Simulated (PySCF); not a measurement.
From computed data to an observable: chemical shift, span and skew from a shielding tensor

C2H5ClOSi, SMILES C=C[Si@H](O)Cl. Atoms are numbered in the order given.

```xyz
10

C      2.2017     1.2816    -0.2982
C      1.5473     0.1102    -0.4337
Si    -0.3181     0.0373    -0.4945
O     -0.9913     1.5080    -0.0635
Cl    -0.9138    -1.4838     0.8125
H      1.6540     2.2377    -0.2255
H      3.3030     1.3428    -0.2566
H      2.1292    -0.8272    -0.5051
H     -0.8817    -0.2727    -1.8417
H     -0.7803     1.8077     0.8388
```

Geometry optimised at PBE-D3(BJ)/def2-SVP. The structure was generated by enumeration; whether it is a known compound was not checked. One conformer was computed; it need not be the lowest.

GIAO shieldings from PBE0/pcSseg-1 in PySCF, non-relativistic, no solvent. The symmetric part of the tensor of C1 has the principal values -92.7, 35.2, 166.6 ppm. The same nucleus in TMS has σ = 186.3 ppm at this level (PySCF, at its B3LYP-D3(BJ)/def2-TZVP geometry). Without spin–orbit terms, shifts of atoms bonded to Cl or Br come out too high.

**Question.** Work out the isotropic shielding, the ¹³C shift against TMS, the span and the skew.

**Answer.** 
σ(iso) = (σ11 + σ22 + σ33)/3 = 36.4 ppm. δ = σ(ref) − σ(iso) = 186.3 − (36.4) = 149.9 ppm.
Span Ω = σ33 − σ11 = 259.3 ppm. Skew κ = 3(σ(iso) − σ22)/Ω = 0.01. Tumbling in solution averages the tensor to δ; in a static solid the shielding alone would spread this spin-1/2 line over Ω.
